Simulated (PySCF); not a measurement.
**TDDFT excited states: C4H10BNO**

Compound: C4H10BNO.
Z-matrix (Å and degrees, PBE0-D3(BJ)/def2-SVP geometry), rows numbered from 1:
```
C 
C   1  1.3322
C   2  1.4967  1  124.71
O   3  1.4045  2  111.57  1  -126.72
B   4  1.3663  3  121.93  2   -98.85
N   5  1.4013  4  119.34  3   175.39
C   6  1.4401  5  125.87  4    -0.70
H   1  1.0952  2  121.28  3     1.52
H   1  1.0932  2  121.73  3  -178.25
H   2  1.0975  1  119.93  3   179.08
H   3  1.1027  2  109.93  1    -6.33
H   3  1.1071  2  109.30  1   111.35
H   5  1.2151  4  120.97  3    -4.96
H   6  1.0111  5  118.41  4   178.62
H   7  1.1039  6  112.09  5  -121.48
H   7  1.1042  6  112.26  5   117.26
H   7  1.0980  6  108.98  5    -2.14
```

Level of theory: TDDFT B3LYP/def2-SVPD, vertical, gas phase, core orbitals frozen in the response (PySCF).

```json
{"state": "S1", "λ (nm)": "210.7", "E (eV)": "5.88", "f": "0.032", "|μ| (D)": "1.19", "main configurations (H = HOMO, L = LUMO)": "H→L (93%)"}
{"state": "S2", "λ (nm)": "199.4", "E (eV)": "6.22", "f": "0.013", "|μ| (D)": "0.75", "main configurations (H = HOMO, L = LUMO)": "H→L+1 (91%)"}
{"state": "S3", "λ (nm)": "178.2", "E (eV)": "6.96", "f": "0.261", "|μ| (D)": "3.15", "main configurations (H = HOMO, L = LUMO)": "H→L+2 (62%), H-1→L (24%)"}
{"state": "S4", "λ (nm)": "177.1", "E (eV)": "7.00", "f": "0.086", "|μ| (D)": "1.80", "main configurations (H = HOMO, L = LUMO)": "H→L+3 (31%), H-1→L (29%), H-2→L (10%)"}
{"state": "S5", "λ (nm)": "175.6", "E (eV)": "7.06", "f": "0.044", "|μ| (D)": "1.28", "main configurations (H = HOMO, L = LUMO)": "H→L+2 (22%), H→L+3 (22%), H-1→L+1 (20%)"}
{"state": "S6", "λ (nm)": "174.1", "E (eV)": "7.12", "f": "0.022", "|μ| (D)": "0.91", "main configurations (H = HOMO, L = LUMO)": "H→L+4 (72%), H-1→L+1 (13%)"}
{"state": "S7", "λ (nm)": "171.2", "E (eV)": "7.24", "f": "0.044", "|μ| (D)": "1.26", "main configurations (H = HOMO, L = LUMO)": "H-1→L+1 (42%), H→L+3 (28%), H-1→L+3 (10%)"}
{"state": "S8", "λ (nm)": "168.8", "E (eV)": "7.35", "f": "0.0048", "|μ| (D)": "0.41", "main configurations (H = HOMO, L = LUMO)": "H-1→L+2 (79%)"}
{"state": "S9", "λ (nm)": "166.9", "E (eV)": "7.43", "f": "0.025", "|μ| (D)": "0.95", "main configurations (H = HOMO, L = LUMO)": "H-3→L (43%), H-2→L (30%), H-1→L+3 (14%)"}
{"state": "S10", "λ (nm)": "165.1", "E (eV)": "7.51", "f": "0.0078", "|μ| (D)": "0.52", "main configurations (H = HOMO, L = LUMO)": "H-3→L (41%), H-1→L+3 (29%)"}
```

Triplets, Tamm–Dancoff:

| state | E (eV) | λ (nm) | main configurations (H = HOMO, L = LUMO) |
| --- | --- | --- | --- |
| T1 | 4.42 | 280.6 | H-1→L (82%) |
| T2 | 5.66 | 218.9 | H→L (65%), H→L+2 (16%), H→L+3 (8%) |
| T3 | 5.98 | 207.3 | H→L+1 (49%), H→L+2 (28%), H→L (10%) |
| T4 | 6.17 | 201.1 | H→L+1 (43%), H→L+2 (17%), H→L+3 (16%) |

The lowest singlet lies at 5.88 eV (211 nm, ultraviolet) and is of moderate strength; its leading configuration is HOMO→LUMO (93%). The most intense listed level is S3 at 6.96 eV (178 nm, f = 0.261), 1.07 eV above S1. Löwdin shares by element: HOMO nitrogen 47%, oxygen 15%, carbon 10% or more, boron 8% (atoms not listed hold the other 20%); LUMO carbon 70% or more, hydrogen 6% or more (atoms not listed hold the other 25%). Weighted by f, the mean energy of these states is 6.96 eV. Of the 10 states listed, 8 reach f = 0.01 and none stays under 0.0005. The oscillator strengths of these states sum to 0.540; summed over the whole spectrum of an exact calculation they would give the number of electrons, 54 (Thomas–Reiche–Kuhn). All these states lie below the vertical ionisation energy of 8.84 eV (ΔSCF). Singlets were solved by full linear response, triplets in the Tamm–Dancoff approximation.

One conformer stands for the species.
